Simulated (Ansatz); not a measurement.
`F[Si](F)(F)S` + H₂ → `F[SiH](F)S` + H–F at 400 K and 1 bar (hydrogenolysis of the Si–F bond).

Gas-phase electronic energies from Ansatz, PBE0-D4/def2-TZVP geometries. CBS: MP2 limit from def2 TZ/QZ plus the TZ coupled-cluster correction, frozen cores. This one scheme is used for every species. Each species was taken in one conformer, which may not be the lowest.

| species | CCSD(T)/CBS energy (Eh) | H − E (kJ/mol) | S (J/(mol·K)) |
| --- | --- | --- | --- |
| `F[Si](F)(F)S` | -987.07717 | 78.8 | 359.6 |
| H₂ | -1.17544 | 38.0 | 139.0 |
| `F[SiH](F)S` | -887.80771 | 89.7 | 339.4 |
| H–F | -100.39570 | 36.5 | 182.2 |

H − E and S are ideal-gas, rigid-rotor, harmonic terms from PBE0-D4/def2-TZVP, for one conformer and one mirror image of each species. The MP2-based limit puts H₂ 0.8 mEh under its directly extrapolated value; such offsets cancel only in part. 1 Eh = 2625.50 kJ/mol, R = 8.31446 J/(mol·K).

Problem. By hand: ΔE, ΔH, ΔS and ΔG.

Solution. ΔE = (-887.80771) + (-100.39570) − (-987.07717) − (-1.17544) = 0.04920 Eh = 129.2 kJ/mol. Δ(H − E) = 89.7 + 36.5 − 78.8 − 38.0 = 9.4, so ΔH = 138.6 kJ/mol. ΔS = 339.4 + 182.2 − 359.6 − 139.0 = 23.0 J/(mol·K). ΔG = 138.6 − 400 × (23.0)/1000 = 129.4 kJ/mol.

Problem. By hand: the equilibrium constant, and the temperature at which ΔG would vanish if ΔH and ΔS stayed fixed.

Solution. log₁₀ K = −ΔG/(RT ln 10) = -16.9. ΔG = 0 at ΔH/ΔS = 6026 K, far beyond where these terms or the molecules hold.

ΔH outweighs TΔS. A doubt of 5 kJ/mol in ΔE shifts log₁₀ K by 0.7 here. Other conformers and mirror images would add mixing entropy, several J/(mol·K) or more a flexible species. These are equilibria of isolated gas molecules and say nothing of rates. Largest T1 diagnostic: 0.012 (customary marks: 0.02 for closed shells, 0.045 for open ones).
